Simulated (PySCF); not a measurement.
C2H7O, SMILES C[OH+]C, charge +1.

Geometry optimised at PBE-D3(BJ)/def2-TZVP. The isomer is the one that the SMILES or the coordinates give; other isomers of the formula were not compared.

Two levels are set side by side: TDA-PBE/def2-SVPD (PySCF) and TDA-B3LYP/def2-SVPD (PySCF). Vertical, same geometry. The lowest singlet is HOMO→LUMO 99 % with PBE and HOMO→LUMO 99 % with the other functional; states are paired by order. Differences are taken from unrounded values.

```
quantity                               TDA-PBE
-------------------------------------  -------
lowest singlet excitation (eV)            8.00
lowest triplet excitation (TDA) (eV)      7.47
first bright state (f over 0.05) (eV)    10.40
its oscillator strength                   0.06
```

Problem. These are the TDA-PBE values. What does TDA-B3LYP give? (Estimate from the structure and the level; the computed values follow.)

Solution. 
| quantity | TDA-B3LYP | TDA-PBE minus TDA-B3LYP |
|---|---|---|
| lowest singlet excitation (eV) | 8.60 | -0.60 |
| lowest triplet excitation (TDA) (eV) | 8.03 | -0.56 |
| first bright state (f over 0.05) (eV) | 11.10 | -0.70 |
| its oscillator strength | 0.08 | -0.03 |

Functionals without exact exchange tend to place singlet excitations lower, as here. Differences between two approximate levels are no errors against the true value.

Rough cost on one machine, each run with all the roots and properties that it gave: TDA-B3LYP against TDA-PBE within a factor of 2.
